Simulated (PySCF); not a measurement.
CH₈OSSi₂.
Atom-mapped SMILES: `[CH3:1][Si@H:2]([OH:3])[SiH2:4][SH:5]`

The calculation used delta-SCF UKS SCAN, pcX-2 on the ionised atom, pcseg-1 elsewhere, spin-free X2C in PySCF 2.14.0. Vertical ΔSCF values, vacuum level as zero.

Some binding energies are withheld.

```tsv
atom(s)	bonded to	level	binding energy (eV)
C1	3 H and Si	C 1s	290.31
O3	H and Si	O 1s	?
Si2	O, C, H and Si	Si 1s	?
Si4	S, 2 H and Si	Si 1s	1846.42
Si2	O, C, H and Si	Si 2p3/2	106.97
Si4	S, 2 H and Si	Si 2p3/2	106.71
S5	H and Si	S 1s	?
```

Q: Fill in S 1s for S5.

A: 2476.72 eV (sulfur bonded to Si and H).

Q: What is the O 1s binding energy of O3?

A: 538.55 eV (silanol oxygen).

Q: Fill in Si 1s for Si2.

A: 1846.81 eV (oxygen-bound silicon). The other listed Si 1s value is that of Si4; the shift against it is +0.39 eV.

The listed Si 1s values span 0.39 eV, from Si4 (bonded to S, 2 H and Si) to Si2 (bonded to O, C, H and Si). Summing the Pauling electronegativity differences to the bonded atoms, each weighted by its formal bond order, gives +1.28 for the lowest site and +2.49 for the highest.

Q: What is the Si 2p3/2 shift of Si2 against Si4?

A: 106.97 − 106.71 = +0.26 eV, or +25 kJ/mol.

Not every level is listed. The 2p values add to the ΔSCF energy of one spin-free hole a correction within the shell (spin–orbit coupling, ligand field). 2p1/2 minus 2p3/2 (ligand field included): Si 0.63 eV. Isolated species at its GFN2-xTB geometry (one conformer only).

The values belong to the conformer `[CH3:1][Si@H:2]([OH:3])[SiH2:4][SH:5]`: C1–Si2–Si4–S5 -61°, H–O3–Si2–C1 54°, H–S5–Si4–Si2 54°.
